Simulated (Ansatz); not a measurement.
Name a neutral molecule of C, Hf, N, Se and H with HOMO energy (ωB97M-V/def2-TZVPP) between -8.40 and -8.10 eV and HOMO energy (B3LYP/def2-TZVPP) between -5.95 and -5.65 eV (Ansatz, PBE0-D4/def2-TZVP geometry).

`C[N](C)[Hf]([SeH])([N](C)C)[N](C)C` (-8.29 eV, -5.90 eV). Other molecules can fit too; these were computed, each in one conformer that needn't be the lowest.

B3LYP here is the variant with VWN-RPA as its local correlation; programs differ in this.
